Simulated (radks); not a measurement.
Results of a calculation; reference values are marked as such.
Dipole-allowed excitations along the series with 18 electrons in [Ar]. Code: a radial shooting solver on a logarithmic mesh with Libxc functionals. Model: non-relativistic Kohn-Sham, LB94 model potential, spin-polarised, spherical densities, point nucleus. Time-dependent linear response with the Hartree and adiabatic LDA kernel, continuum included through the Sternheimer equations. Lines are the poles of the dipole polarisability below minus the highest occupied eigenvalue, found on a grid refined at the orbital gaps; the lowest seven at most are given, and weak or close lines can be missed. The first line takes the name of the lowest orbital gap if no other gap lies below it; otherwise a line is named after a gap within 0.6 % of it, if that gap stands alone.

species  -e(HOMO) (eV)  lowest orbital gap (eV)  first line (eV)     f  strongest line (eV)  its f  static alpha (bohr^3)
Nb23+           1169.3             3p-3d 112.27   144.17 (3p-3d)  1.28       612.84 (3p-4d)   1.97                0.05392
Mo24+           1256.1             3p-3d 116.12   148.97 (3p-3d)  1.23       654.69 (3p-4d)   2.02                0.04864
Tc25+           1345.9             3p-3d 119.97   153.76 (3p-3d)  1.19       697.86 (3p-4d)   2.07                0.04404
